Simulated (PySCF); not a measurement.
# As²⁺ (arsenic, charge +2) across methods

[Ar] 3d10 4s1 4p2, high-spin 4P determinant (an excited configuration). Computed with PySCF 2.14 in x2c-TZVPPall (6s5p4d1f, 48 functions), with scalar relativity by spin-free X2C-1e.

```
   method  E (hartree)  mean ε 3d β (eV)  mean ε 4s α (eV)  mean ε 4p α (eV)  Σ⟨r²⟩ (bohr²)   ⟨S²⟩
      PBE    -2259.027           -63.258           -35.567           -24.542          23.39  3.751
BHandHLYP    -2259.331           -71.674           -39.161           -26.954          23.34  3.750
      UHF  -2257.76221           -79.068           -42.595           -29.465          23.50  3.751
   r2SCAN    -2259.334           -64.028           -36.294           -24.976          23.23  3.751
  r2SCANh    -2259.325           -65.651           -36.985           -25.468          23.23  3.751
     PBE0    -2259.080           -67.513           -37.498           -25.913          23.34  3.751
      LDA    -2255.880           -63.577           -35.745           -24.561          23.32  3.751
   M06-2X    -2259.444           -72.279           -38.905           -26.965          23.33  3.750
```

(1) Estimate the same row for LC-wPBE.

## Answers

(1) E (hartree) = -2259.081; mean ε 3d β (eV) = -68.975; mean ε 4s α (eV) = -40.906; mean ε 4p α (eV) = -28.870; Σ⟨r²⟩ (bohr²) = 23.32; ⟨S²⟩ = 3.751.
